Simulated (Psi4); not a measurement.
Method: SAPT0/jun-cc-pVDZ, frozen core run with Psi4.

Psi4 input:

```
molecule {
0 1
C -0.23553729 1.16615889 -0.00221419
C -1.26482811 0.23503264 -0.01916976
C -0.93669390 -1.11590468 -0.01575723
N 0.31683498 -1.56881167 0.00295503
C 1.29651677 -0.66503974 0.01914007
C 1.07434857 0.70732914 0.01737495
H -0.44975229 2.22723859 -0.00424292
H -2.30144783 0.54425281 -0.03472498
H -1.71757733 -1.86895829 -0.02865270
H 2.30843925 -1.05596968 0.03424417
H 1.90969719 1.39467199 0.03104757
--
1 1
O 0.76942139 -3.94059240 0.11472316
H 0.58928180 -2.97821528 0.05124668
H 0.85944027 -4.37865009 -0.75857285
H 1.49447930 -4.16106279 0.73788693
units angstrom
symmetry c1
no_reorient
no_com
}
set basis jun-cc-pvdz
set scf_type df
set freeze_core true
energy('sapt0')
```

Part of the output:

```
    SAPT Results
  --------------------------------------------------------------------------------------------------------
    Electrostatics                -77.49259343 [mEh]     -48.62733652 [kcal/mol]    -203.45677602 [kJ/mol]
      Elst10,r                    -77.49259343 [mEh]     -48.62733652 [kcal/mol]    -203.45677602 [kJ/mol]

    Exchange                       76.40866872 [mEh]      47.94716350 [kcal/mol]     200.61093209 [kJ/mol]
      Exch10                       76.40866872 [mEh]      47.94716350 [kcal/mol]     200.61093209 [kJ/mol]
      Exch10(S^2)                  73.44840434 [mEh]      46.08956956 [kcal/mol]     192.83875903 [kJ/mol]

    Induction                     -62.60745864 [mEh]     -39.28677343 [kcal/mol]    -164.37586002 [kJ/mol]
      Ind20,r                     -74.82313597 [mEh]     -46.95222668 [kcal/mol]    -196.44811641 [kJ/mol]
      Exch-Ind20,r                 31.04013229 [mEh]      19.47797708 [kcal/mol]      81.49585611 [kJ/mol]
      delta HF,r (2)              -18.82445497 [mEh]     -11.81252383 [kcal/mol]     -49.42359972 [kJ/mol]

    Dispersion                     -9.89714457 [mEh]      -6.21055198 [kcal/mol]     -25.98494950 [kJ/mol]
      Disp20                      -12.30811757 [mEh]      -7.72346038 [kcal/mol]     -32.31495822 [kJ/mol]
      Exch-Disp20                   2.41097299 [mEh]       1.51290839 [kcal/mol]       6.33000872 [kJ/mol]
      Disp20 (SS)                  -6.15405878 [mEh]      -3.86173019 [kcal/mol]     -16.15747911 [kJ/mol]
      Disp20 (OS)                  -6.15405878 [mEh]      -3.86173019 [kcal/mol]     -16.15747911 [kJ/mol]
      Exch-Disp20 (SS)              1.57560407 [mEh]       0.98870648 [kcal/mol]       4.13674792 [kJ/mol]
      Exch-Disp20 (OS)              0.83536892 [mEh]       0.52420191 [kcal/mol]       2.19326080 [kJ/mol]

  Total HF                        -63.69138335 [mEh]     -39.96694645 [kcal/mol]    -167.22170395 [kJ/mol]
  Total SAPT0                     -73.58852793 [mEh]     -46.17749844 [kcal/mol]    -193.20665345 [kJ/mol]
```
